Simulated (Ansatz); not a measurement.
Start from `[Li-]1[O]C=CC=[O+]1` and change one atom or group to get `[CH3][Ti-]1([OH])([F])[O]C=CC=[O+]1`.

Ansatz, PBE0-D4/def2-TZVP geometries, multiplicity 1. Each molecule was computed in one conformer, which needn't be the lowest.

Scalar relativity is left out up to krypton.

```json
{"property": "HOMO–LUMO gap (ωB97M-V/def2-TZVPP) / eV", "`[Li-]1[O]C=CC=[O+]1`": "8.71"}
{"property": "HOMO–LUMO gap (PBE/def2-TZVPP) / eV", "`[Li-]1[O]C=CC=[O+]1`": "3.50"}
{"property": "HOMO energy (B3LYP/def2-TZVPP) / eV", "`[Li-]1[O]C=CC=[O+]1`": "-6.25"}
{"property": "HOMO energy (ωB97M-V/def2-TZVPP) / eV", "`[Li-]1[O]C=CC=[O+]1`": "-8.52"}
{"property": "HOMO–LUMO gap (PBE0/def2-TZVPP) / eV", "`[Li-]1[O]C=CC=[O+]1`": "5.46"}
{"property": "HOMO energy (PBE0/def2-TZVPP) / eV", "`[Li-]1[O]C=CC=[O+]1`": "-6.43"}
```

(1) What does the change do to each property? (Estimate.)

## Answers

(1) The calculation gave: 
```tsv
property	`[CH3][Ti-]1([OH])([F])[O]C=CC=[O+]1`	shift
HOMO–LUMO gap (ωB97M-V/def2-TZVPP) / eV	9.62	0.91
HOMO–LUMO gap (PBE/def2-TZVPP) / eV	2.95	-0.55
HOMO energy (B3LYP/def2-TZVPP) / eV	-7.36	-1.11
HOMO energy (ωB97M-V/def2-TZVPP) / eV	-9.82	-1.30
HOMO–LUMO gap (PBE0/def2-TZVPP) / eV	5.26	-0.20
HOMO energy (PBE0/def2-TZVPP) / eV	-7.59	-1.16
```

With PBE0 the HOMO falls by 1.16 eV and the LUMO falls by 1.37 eV, so the gap narrows by about 0.21 eV. PBE moves the HOMO by -0.78 eV and ωB97M-V by -1.30 eV. The zero-point energy changes by 131.8 kJ/mol with +21 modes.

B3LYP here is the variant with VWN-RPA as its local correlation; programs differ in this.
